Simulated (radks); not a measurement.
Spin polarisation of the 5d3 shell in neutral tantalum. Start: [Xe] 4f14 5d(up 1.5, down 1.5) 6s2; electrons of 5d are moved from spin down to spin up, other shells keep equal spins. All-electron calculation, scalar-relativistic Kohn-Sham, r2SCAN, spin-polarised, spherical densities, finite nucleus; meta-GGA in the generalised Kohn-Sham scheme; Fermi nuclear charge, rms radius of each element as measured or else 0.836 A^(1/3) + 0.57 fm. Program: a radial shooting solver on a logarithmic mesh with Libxc functionals.

\begin{tabular}{lrrrrrr}
moment (Bohr magnetons) & E - E(0) (eV) & e(5d up) (eV) & e(5d down) (eV) & 6s down minus up (eV) & 4f down minus up (eV) & 5p down minus up (eV) \\ \hline
0 & 0.000 & -3.550 & -3.550 & 0.000 & 0.000 & 0.000 \\
0.75 & -0.109 & -3.820 & -3.240 & 0.297 & 0.071 & 0.457 \\
1.5 & -0.437 & -4.056 & -2.881 & 0.607 & 0.142 & 0.913 \\
2.25 & -0.993 & -4.263 & -2.469 & 0.954 & 0.213 & 1.366 \\
3 & -1.779 & -4.432 & -2.057 & 1.347 & 0.283 & 1.813 \\
\end{tabular}

At moment 3 the spin-polarisation energy is -1.779 eV and the 5d exchange splitting 2.375 eV, that is 0.792 eV per Bohr magneton; E = -I m^2/4 would give I = 0.791 eV.
